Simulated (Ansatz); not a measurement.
`FC(F)COC(F)(F)C(F)(F)F`, relaxed with RKS PBE-D4/def2-SVP in the Gaussian-basis code of Ansatz from a rough embedded geometry. The force threshold is 0.03 eV/Å; the program also tests the step.

Total charge 0; spin multiplicity 1.

Start:

```xyz
15

F     0.858   -1.227   -2.997
C     0.183   -0.792   -1.969
F    -0.297    0.397   -2.385
C     1.101   -0.598   -0.708
O     0.474   -0.599    0.503
C    -0.403    0.489    0.694
F    -1.511    0.248   -0.042
F     0.161    1.612    0.210
C    -0.762    0.729    2.182
F     0.295    1.011    2.948
F    -1.647    1.764    2.301
F    -1.392   -0.364    2.720
H    -0.646   -1.503   -1.780
H     1.849   -1.470   -0.773
H     1.736    0.303   -0.906
```

(1) By how much does the energy fall, and how many steps does the optimiser take? (An estimate is asked.)

(2) Which bonds change most? (Estimate.)

(3) Give the relaxed structure. (Estimate.)

Results:

(1) The calculation gave: 0.51 eV, in 8 steps.

(2) Computed: C4–O5 from 1.364 to 1.430 Å; F1–C2 from 1.304 to 1.368 Å; O5–C6 from 1.411 to 1.360 Å; C2–C4 from 1.572 to 1.526 Å.

(3) Computed: 
```xyz
15

F     1.102   -1.313   -2.987
C     0.230   -0.921   -2.008
F    -0.460    0.162   -2.465
C     1.057   -0.557   -0.778
O     0.287   -0.480    0.425
C    -0.436    0.643    0.681
F    -1.616    0.666   -0.002
F     0.236    1.781    0.353
C    -0.754    0.675    2.204
F     0.385    0.768    2.911
F    -1.525    1.738    2.484
F    -1.403   -0.442    2.567
H    -0.493   -1.746   -1.808
H     1.793   -1.364   -0.602
H     1.596    0.392   -0.975
```
